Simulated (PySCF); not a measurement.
Gas-phase equilibrium of 1 mol H2S, 2.6 mol H2 at 1000 K and 1.00 bar, among 9 species (S2, S6, H2S2, H, H2S, SH, H2, S8, S). Only gases are allowed; each row takes one source of thermochemistry for all species, and Cantera finds the minimum.

Energies from PySCF (xtb for GFN2), thermal terms from the rigid-rotor harmonic-oscillator model, ideal gas at 1 bar. † marks an energy on the PBE0/def2-TZVP geometry and frequencies; other levels use their own. 6-31G* has spherical d functions here. Open shells (unrestricted) among the columns below: S2 (multiplicity 3), H (multiplicity 2), SH (multiplicity 2, electronic degeneracy 4), S (multiplicity 3, electronic degeneracy 9); the rest are closed-shell singlets. GFN2 has no spin-polarisation term. Spin-orbit splitting is ignored; it lowers the true energy and changes the entropy of SH, S. B3LYP is the form with VWN-RPA correlation. No R ln 2 is added for the mirror-image form of H2S2. The harmonic model lacks anharmonicity and excited electronic states, which grow with temperature; levels with a mode under 35 cm⁻¹ are left out. Internal rotation in H2S2 is treated as a harmonic vibration of one conformer, which makes the entropy rough.

Molecules larger than those listed are left out.

Mole fractions:

| thermochemistry | x H2 | x H2S | x SH | x S2 | x H2S2 | x S | x H |
|---|---|---|---|---|---|---|---|
| B3LYP/6-31G* | 0.72 | 0.28 | 1.5e-5 | 0.00051 | 7.0e-6 | 8.0e-10 | 1.9e-9 |
| B3LYP/def2-TZVP† | 0.72 | 0.28 | 4.8e-6 | 9.7e-5 | 5.7e-6 | 6.5e-11 | 1.8e-9 |
| BLYP/def2-TZVP† | 0.72 | 0.28 | 6.1e-6 | 0.0012 | 1.1e-5 | 8.2e-11 | 2.1e-9 |
| GFN2-xTB | 0.72 | 0.28 | 4.0e-6 | 1.1e-5 | 0.00013 | <1e-12 | 5.4e-11 |
| HF/def2-TZVP† | 0.72 | 0.28 | 0.0021 | 9.0e-5 | 4.9e-7 | 2.9e-5 | 1.5e-6 |
| ωB97X-V/def2-TZVP† | 0.72 | 0.28 | 1.3e-6 | 2.7e-6 | 5.8e-6 | 6.2e-12 | 3.4e-9 |
The most sensitive of these is S: it spans a factor of 10^7.5 over these rows; at this temperature one factor of ten is RT ln 10 = 19 kJ/mol.
